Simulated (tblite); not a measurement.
Species: C3H5BrO2Si.
Numbering: `[CH3:1][O:2][SiH2:3][C:4]([Br:5])=[C:6]=[O:7]` (hydrogens: H8, H9, H10 on C1; H11, H12 on Si3)

Computed with GFN2-xTB (tblite), gas phase: L-BFGS steps from a force-field or distance-geometry start until the largest atomic force falls under 0.01 eV/Å.

Step 102: E = -623.8773 eV
```
atom  x, y, z in Å  |  force x, y, z in eV/Å
C1      1.9948   -0.5553   -0.4916    0.011   0.005  -0.004
O2      0.6314   -0.2927   -0.3442    0.029   0.005   0.001
Si3    -0.1421    0.5561    0.7873    0.032  -0.045  -0.002
C4     -1.9077    0.3380    0.1789   -0.022   0.032  -0.005
Br5    -3.2254    1.2913    1.1694   -0.001  -0.015   0.008
C6     -2.2240   -0.3743   -0.8498    0.009   0.014   0.014
O7     -2.3921   -1.0445   -1.7829   -0.033  -0.017  -0.018
H8      2.5862    0.3560   -0.3859   -0.019   0.005  -0.005
H9      2.3271   -1.2760    0.2575   -0.004  -0.008   0.019
H10     2.1475   -0.9735   -1.4869    0.006   0.001   0.010
H11    -0.0099   -0.0010    2.1368   -0.007   0.011  -0.019
H12     0.2152    1.9753    0.7854   -0.001   0.010   0.002
```

Step 103: E = -623.8777 eV
```
atom  x, y, z in Å  |  force x, y, z in eV/Å
C1      1.9953   -0.5563   -0.4889    0.012  -0.002  -0.002
O2      0.6311   -0.2945   -0.3490    0.029   0.010   0.005
Si3    -0.1409    0.5562    0.7823    0.029  -0.041   0.002
C4     -1.9080    0.3295    0.1828   -0.026   0.055   0.018
Br5    -3.2238    1.2768    1.1828    0.005  -0.021   0.005
C6     -2.2269   -0.3701   -0.8533    0.003   0.013  -0.002
O7     -2.3995   -1.0290   -1.7935   -0.034  -0.029  -0.024
H8      2.5855    0.3561   -0.3861   -0.019   0.005  -0.012
H9      2.3239   -1.2707    0.2675    0.005  -0.014   0.023
H10     2.1537   -0.9828   -1.4797    0.004   0.009   0.010
H11    -0.0031    0.0079    2.1348   -0.006   0.005  -0.021
H12     0.2137    1.9762    0.7742   -0.001   0.010  -0.001
```

Step 104: E = -623.8781 eV
```
atom  x, y, z in Å  |  force x, y, z in eV/Å
C1      1.9979   -0.5573   -0.4859    0.012  -0.010   0.008
O2      0.6324   -0.2992   -0.3525    0.020   0.017   0.009
Si3    -0.1392    0.5544    0.7770    0.018  -0.013   0.001
C4     -1.9078    0.3219    0.1856   -0.029   0.069   0.033
Br5    -3.2220    1.2620    1.1961    0.012  -0.025   0.002
C6     -2.2317   -0.3651   -0.8570   -0.003   0.014  -0.013
O7     -2.4122   -1.0124   -1.8034   -0.032  -0.041  -0.031
H8      2.5842    0.3580   -0.3858   -0.018  -0.002  -0.020
H9      2.3240   -1.2652    0.2773    0.017  -0.017   0.025
H10     2.1618   -0.9913   -1.4724    0.005   0.016   0.005
H11     0.0011    0.0175    2.1332   -0.001  -0.006  -0.016
H12     0.2123    1.9759    0.7617   -0.001  -0.002  -0.004
```

Step 105: E = -623.8786 eV
```
atom  x, y, z in Å  |  force x, y, z in eV/Å
C1      2.0021   -0.5578   -0.4833    0.009  -0.019   0.023
O2      0.6353   -0.3044   -0.3549    0.007   0.022   0.010
Si3    -0.1375    0.5518    0.7717    0.003   0.018   0.003
C4     -1.9076    0.3183    0.1859   -0.025   0.076   0.049
Br5    -3.2204    1.2501    1.2069    0.019  -0.025   0.002
C6     -2.2378   -0.3607   -0.8595   -0.011   0.006  -0.033
O7     -2.4275   -0.9996   -1.8099   -0.028  -0.046  -0.033
H8      2.5842    0.3604   -0.3855   -0.014  -0.007  -0.025
H9      2.3269   -1.2607    0.2853    0.027  -0.014   0.022
H10     2.1705   -0.9977   -1.4662    0.007   0.021  -0.001
H11     0.0015    0.0249    2.1312    0.005  -0.020  -0.008
H12     0.2113    1.9747    0.7523    0.001  -0.012  -0.009
```

Question: Estimate the geometry and energy of step 106. (The exact step hangs on the optimiser's Hessian estimate; all steps are aligned on step 105, rigid shifts and turns removed.)

Answer: E = -623.8791 eV, largest force 0.078 eV/Å
```
atom  x, y, z in Å  |  force x, y, z in eV/Å
C1      2.0076   -0.5586   -0.4800    0.005  -0.023   0.034
O2      0.6396   -0.3098   -0.3565   -0.007   0.024   0.012
Si3    -0.1361    0.5490    0.7659   -0.012   0.056  -0.005
C4     -1.9078    0.3172    0.1842   -0.022   0.062   0.042
Br5    -3.2184    1.2362    1.2203    0.025  -0.022   0.001
C6     -2.2457   -0.3556   -0.8628   -0.013   0.004  -0.037
O7     -2.4459   -0.9871   -1.8160   -0.021  -0.040  -0.025
H8      2.5850    0.3630   -0.3857   -0.010  -0.016  -0.028
H9      2.3323   -1.2559    0.2941    0.032  -0.007   0.018
H10     2.1801   -1.0044   -1.4594    0.009   0.024  -0.004
H11    -0.0010    0.0317    2.1284    0.013  -0.033   0.003
H12     0.2112    1.9735    0.7417    0.002  -0.029  -0.011
```

The energy changes by -0.0006 eV. The first-order estimate −F·Δx gives -0.0007 eV and the mean of the old and new forces, exact on a quadratic surface, -0.0006 eV. The step makes an angle of 83° with the force vector and moves no atom by more than 0.023 Å.

The cost below is that of the whole relaxation. The run took 1.5 s on one thread of an Arm Neoverse N1, no GPU, shared host with 64 logical CPUs at a one-minute load of 61.
